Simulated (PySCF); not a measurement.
C₂H₆ClFSi₂, SMILES Cl[Si@@H]([SiH3])C(=C)F.

Geometry: PBE0-D3(BJ)/def2-SVP. The structure was generated by enumeration; whether it is a known compound was not checked. One conformer was computed; it need not be the lowest.

Method: TDA-PBE/def2-SVPD run with PySCF.

Vertical excitations. Gas-phase values at a fixed geometry.

Computed UV-visible absorptions:
```json
[
 {"state": "S1", "energy (eV)": "5.20", "λ (nm)": "239", "f": "0.001", "main pairs": "HOMO→LUMO+1 96 %"},
 {"state": "S2", "energy (eV)": "5.67", "λ (nm)": "218", "f": "0.105", "main pairs": "HOMO−1→LUMO 67 %, HOMO→LUMO 28 %"},
 {"state": "S3", "energy (eV)": "5.93", "λ (nm)": "209", "f": "0.006", "main pairs": "HOMO→LUMO+2 60 %, HOMO−1→LUMO+1 27 %"},
 {"state": "S4", "energy (eV)": "5.97", "λ (nm)": "208", "f": "0.015", "main pairs": "HOMO−1→LUMO+1 67 %, HOMO→LUMO+2 25 %"},
 {"state": "S5", "energy (eV)": "6.17", "λ (nm)": "201", "f": "0.002", "main pairs": "HOMO−2→LUMO 90 %"},
 {"state": "S6", "energy (eV)": "6.30", "λ (nm)": "197", "f": "0.028", "main pairs": "HOMO−2→LUMO+1 73 %, HOMO→LUMO+3 16 %"},
 {"state": "S7", "energy (eV)": "6.34", "λ (nm)": "196", "f": "0.020", "main pairs": "HOMO→LUMO+3 64 %, HOMO−2→LUMO+1 25 %"},
 {"state": "S8", "energy (eV)": "6.49", "λ (nm)": "191", "f": "0.088", "main pairs": "HOMO→LUMO+4 64 %, HOMO→LUMO 11 %, HOMO→LUMO+3 10 %"},
 {"state": "S9", "energy (eV)": "6.71", "λ (nm)": "185", "f": "0.028", "main pairs": "HOMO−1→LUMO+2 64 %"},
 {"state": "S10", "energy (eV)": "6.86", "λ (nm)": "181", "f": "0.063", "main pairs": "HOMO−3→LUMO 21 %, HOMO→LUMO+4 16 %, HOMO−1→LUMO+2 14 %, HOMO→LUMO 10 %"},
 {"state": "T1", "energy (eV)": "4.17", "λ (nm)": "298", "f": "0", "main pairs": "HOMO→LUMO 91 %"},
 {"state": "T2", "energy (eV)": "4.99", "λ (nm)": "248", "f": "0", "main pairs": "HOMO→LUMO+1 93 %"},
 {"state": "T3", "energy (eV)": "5.35", "λ (nm)": "232", "f": "0", "main pairs": "HOMO−1→LUMO 90 %"},
 {"state": "T4", "energy (eV)": "5.51", "λ (nm)": "225", "f": "0", "main pairs": "HOMO−1→LUMO+1 94 %"}
]
```
Triplets are in the Tamm–Dancoff approximation.
